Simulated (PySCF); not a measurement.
SMILES C[CH2][Ge]([Cl])([CH3])[CH3] (C₄H₁₁ClGe), singlet at its GFN2-xTB optimised geometry (Å):

```
17

C     -2.1327    -1.1576    -1.6920
C     -0.6115    -1.1380    -1.6670
Ge     0.1441    -0.3009     0.0000
C      2.1406    -0.3009     0.0000
C     -0.5962    -1.0935     1.6749
Cl    -0.4570     1.7490     0.0000
H     -2.4974    -1.5882    -2.6235
H     -2.5266    -0.1469    -1.6038
H     -2.5236    -1.7490    -0.8660
H     -0.2346    -0.5814    -2.5259
H     -0.2240    -2.1538    -1.7465
H      2.5236    -1.3158     0.0300
H      2.5144     0.2356     0.8672
H      2.5214     0.1862    -0.8929
H     -1.6697    -0.9382     1.7271
H     -0.3967    -2.1596     1.7143
H     -0.1415    -0.6238     2.5423
```

Computed with PBE0/def2-SVP (PySCF). Cells within 0.4 Å of a nucleus heavier than hydrogen are left out (blank, or x).

Map of the deformation density (molecule minus spherical neutral atoms) (e/bohr³) on the plane z = 0.0 Å:

```
|11111111111111111111111111111|
|11111111111111111111111111111|
|11111111111111111111111111111|
|11111111111111111111111111111|
|11111111111111111111111111111|
|11111111111111111111111111111|
|11111111111000111111111111111|
|11111111111000111111111111111|
|11111111111101211111111111111|
|111111111112xx211111111111111|
|1111111111121x011000000111111|
|11111111111111210000000011111|
|11111111111112210000000001111|
|11111111100000000110011001111|
|11111111000000xx0333x30000111|
|11111110000000xx045xxx0000111|
|11111100000000001233762000111|
|11111000000001000112793001111|
|11111000000000000001341001111|
|11111000000000000000000001111|
|11111000000000000000000011111|
|11111100000000000111000111111|
|11111111111111111111111111111|
|11111111111111111111111111111|
|11111111111111111111111111111|
|11111111111111111111111111111|
|11111111111111111111111111111|
|11111111111111111111111111111|
|11111111111111111111111111111|
```
Scale: ten equal steps from -0.012 (start of '0') to 0.093 (end of '9'), in the order '0123456789'; x runs from -5.00 to 5.00, y from -5.00 (bottom) to 5.00 (top).
